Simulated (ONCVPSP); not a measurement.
## Transferability test, ONCV potential for S (Z = 16)

sulfur (S), optimised norm-conserving Vanderbilt (ONCV), made with ONCVPSP 4.0.1 (PBE, fully relativistic). Core [Ne], reference 3s2 3p1 (charge +3). Waves: 3s: rc 1.45 bohr, ncon 5, nbas 8, qcut 3.6 1/bohr, 2 projectors, debl 3.3 Ha; 3p: rc 1.55 bohr, ncon 4, nbas 8, qcut 5 1/bohr, 2 projectors, debl 2.2 Ha. Local part: polynomial inside 0.95 bohr (lpopt 1, dvloc0 0 Ha). Core correction: polynomial model core, fcfact 0.3.

Open shells are filled in proportion to 2j + 1.

Energies are relative to the spin-unpolarised reference configuration 3s2 3p1; without spin polarisation the order of configurations can differ from experiment.

Give the all-electron excitation energy and the error of the potential for: 3s2 3p4; 3s2 3p3; 3s2 3p2; 3s1 3p4.

| valence configuration | charge | ΔE all-electron (eV) | error AE − PS (meV) |
| --- | --- | --- | --- |
| 3s2 3p4 | 0 | -68.095 | +55 |
| 3s2 3p3 | +1 | -56.326 | +38 |
| 3s2 3p2 | +2 | -34.042 | +14 |
| 3s1 3p4 | +1 | -45.448 | +36 |

Levels in the configuration 3s2 3p3:

| level | all-electron (eV) | pseudo (eV) |
| --- | --- | --- |
| 3s j=1/2 | -27.629 | -27.652 |
| 3p j=3/2 | -16.762 | -16.784 |
| 3p j=1/2 | -16.861 | -16.883 |
